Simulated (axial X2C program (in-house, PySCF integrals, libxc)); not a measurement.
# PBr⁺: from Re and ωe to a spectrum

A bond curve at the PW91 level, two-component, was computed with an in-house all-electron X2C program for linear molecules (integrals from PySCF) (basis Br dyall-cv3z [8s9p6d4f1g], P dyall-v3z [8s7p2d1f] (cores contracted in-house)) for the state Ω = 1/2 (⟨Sz⟩ = -0.50, ⟨Lz⟩ = 1.00 at PW91). Its fit gives Re = 2.0859 Å, ωe = 512.5 cm⁻¹, ωexe = 1.75 cm⁻¹ and αe = 7.970e-04 cm⁻¹; the masses are 78.9183 and 30.9738 u. Two-component means X2C with spin–orbit coupling and atomic mean-field Coulomb and Gaunt terms.

Find the reduced mass, Be and the force constant.

From the PW91 values: μ = 22.2436 u. Be = 16.8576/(μ Re²) = 0.1742 cm⁻¹. k = 5.8918×10⁻⁷ μ ωe² = 3.44 mdyn/Å.

A Morse curve ties αe to the other constants (Pekeris). How well does that hold?

αe(Morse) = 6Be²/ωe × (√(ωexe/Be) − 1) = 7.707e-04 cm⁻¹; the PW91 curve gives 7.970e-04 cm⁻¹, a ratio of 0.97.

Estimate the centrifugal constant by the Kratzer relation.

D = 4Be³/ωe² = 8.05e-08 cm⁻¹.

Estimate De from a Morse curve and compare with the computed well depth of 4.690 eV to Br + P+.

De(Morse) = ωe²/(4ωexe) = 4.652 eV against 4.690 eV computed, a ratio of 0.99. For De the Morse form works well here.

Where do the fundamental and the first overtone lie?

ν(1←0) = ωe − 2ωexe = 509.0 cm⁻¹; ν(2←0) = 2ωe − 6ωexe = 1014.5 cm⁻¹.

The state is a single determinant with fixed occupations, the lowest that a limited PBE0 search found. Dissociation energies refer to the lowest single-determinant-based atoms at the same level and basis. Density functionals use the spin component along the axis (collinear). In 2c an atomic determinant is not the ground J level, so De misses part of the atomic spin–orbit lowering. This holds for PW91. Without a current term, density functionals place determinants with orbital angular momentum somewhat too high.
